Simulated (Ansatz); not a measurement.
A run for Ansatz (a first-principles code): R-r2SCAN/def2-TZVPP on CH6AlN (SMILES C[NH][AlH2]), a point of a torsion scan.

Ansatz 0.2 input:
```yaml
crystal:
  periodic: [false, false, false]
  atoms:
    - {symbol: C, position_ang: [-1.31031425, 0.26173142, 0.22866162]}
    - {symbol: N, position_ang: [-0.06343800, -0.47463059, 0.01821159]}
    - {symbol: Al, position_ang: [1.63051869, 0.05209912, -0.16906302]}
    - {symbol: H, position_ang: [-2.03245760, 0.06528713, -0.56946613]}
    - {symbol: H, position_ang: [-1.08884149, 1.32832242, 0.23534822]}
    - {symbol: H, position_ang: [-1.77184772, -0.00196550, 1.18552227]}
    - {symbol: H, position_ang: [-0.26778938, -1.47205304, -0.01525459]}
    - {symbol: H, position_ang: [2.77297686, -0.86987021, 0.29844957]}
    - {symbol: H, position_ang: [2.01719924, 1.41901948, -0.77210782]}
basis:
  gaussian:
    orbitals: def2-TZVPP
hamiltonian:
  xc: {name: r2SCAN}
scf: {lower_state_search: off}
```

It printed:

```
WARN ansatz: RAYON_NUM_THREADS=1 ignored (pool sized by the plan → 1); use --threads N
Functional definition: r2SCAN
these checks for a lower state are left out or cut short: stability, starts, cluster_reference, orbital_swaps, neighbouring_geometries, increment
integrals: 0.08 GiB planned
958 factors; their error is unknown
mean field: 0.69 GiB planned
mean field evaluation 1: about -9210.4684 eV, gradient 6.9e1 eV
mean field evaluation 2: about -9165.6017 eV, gradient 1.3e2 eV
mean field evaluation 4: about -9220.5857 eV, gradient 1.1e1 eV
mean field evaluation 8: about -9220.8331 eV, gradient 1.6e-1 eV
mean field evaluation 16: about -9220.8161 eV, gradient 7.2e-5 eV
mean field -9220.81613675 eV, -338.8587429319 hartree, gradient 4.7e-6 eV, S^2 0.000000; 0 other end points of the search recorded, 0 dependent functions left out
reference -9220.81615091 eV, -338.8587434522 hartree; 16, 16 occupied and 172, 172 virtual orbitals, 958 factors
Total energy: -9220.81615091 eV, -338.8587434522 hartree
Checks for a lower state left out: stability, starts, cluster_reference, orbital_swaps, neighbouring_geometries, increment
```

Self-consistency was reached.

Cost: about 2.4 core-seconds (a rough figure).
